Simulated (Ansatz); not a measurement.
`C=C(C)[SiH3]` and `C/C([SiH3])=C\N` differ in one atom or group.

Ansatz, PBE0-D4/def2-TZVP geometries, multiplicity 1. Each molecule was computed in one conformer, which needn't be the lowest.

```json
{"property": "LUMO energy (B3LYP/def2-TZVPP) / eV", "`C=C(C)[SiH3]`": "-0.44"}
{"property": "HOMO–LUMO gap (PBE/def2-TZVPP) / eV", "`C=C(C)[SiH3]`": "5.27"}
{"property": "size of the dipole moment (PBE/def2-TZVPP) / D", "`C=C(C)[SiH3]`": "0.81"}
{"property": "HOMO–LUMO gap (B3LYP/def2-TZVPP) / eV", "`C=C(C)[SiH3]`": "6.94"}
{"property": "HOMO energy (PBE/def2-TZVPP) / eV", "`C=C(C)[SiH3]`": "-6.51"}
{"property": "HOMO–LUMO gap (ωB97M-V/def2-TZVPP) / eV", "`C=C(C)[SiH3]`": "11.69"}
```

Q: Give the same properties after the change, and the shifts. (Estimate.)

A: Ansatz gave: 
| property | `C/C([SiH3])=C\N` | shift |
| --- | --- | --- |
| LUMO energy (B3LYP/def2-TZVPP) / eV | 0.35 | 0.79 |
| HOMO–LUMO gap (PBE/def2-TZVPP) / eV | 4.56 | -0.71 |
| size of the dipole moment (PBE/def2-TZVPP) / D | 2.98 | 2.17 |
| HOMO–LUMO gap (B3LYP/def2-TZVPP) / eV | 6.15 | -0.79 |
| HOMO energy (PBE/def2-TZVPP) / eV | -4.92 | 1.59 |
| HOMO–LUMO gap (ωB97M-V/def2-TZVPP) / eV | 10.31 | -1.38 |

With PBE0 the HOMO rises by 1.60 eV and the LUMO rises by 0.83 eV, so the gap narrows by about 0.77 eV. PBE moves the HOMO by 1.59 eV and ωB97M-V by 1.68 eV. Dipoles are sizes alone; their direction can turn.

B3LYP here is the variant with VWN-RPA as its local correlation; programs differ in this.
